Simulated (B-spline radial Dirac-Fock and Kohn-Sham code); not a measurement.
## Auger decay of the N2 hole in Dy⁶⁺

System: the Dy⁶⁺ ion, configuration 1s2 2s2 2p6 3s2 3p6 3d10 4s2 4p6 4d10 4f8 5s2 5p4.

Calculated with a radial finite-basis atomic code, using a relativistic independent-particle model: LDA orbitals of the hole state, radiative multipoles to third order, Auger rates from the Coulomb interaction with a continuum orbital, Dirac-Fock energies. Kinetic energies are configuration averages from the vacuum level; the two-hole energies are estimated from single-hole states.

```tsv
transition	kinetic energy (eV)	width (meV)	share (%)
N2-N4O1	17.90	604	8.1
N2-N4O2	44.17	305	4.1
N2-N4N7	49.68	3070	41.0
N2-N4N6	49.68	1450	19.4
N2-N4O3	50.77	571	7.6
N2-N5O2	50.86	271	3.6
N2-N5N6	55.55	386	5.2
N2-N6O2	209.9	102	1.4
N2-N7O2	210.9	166	2.2
N2-N6N7	216.1	116	1.5
```

Coster-Kronig rates are the weakest part of this model and often come out 1.5 to 2.5 times too large. Super-Coster-Kronig decay this fast strains the one-particle picture, and such widths tend to come out too large. The listed channels hold 94 % of the non-radiative rate. Summed by principal shells, of 7.48 eV in all: NNN 68.7 %, NNO 30.6 %, NOO 0.7 %.
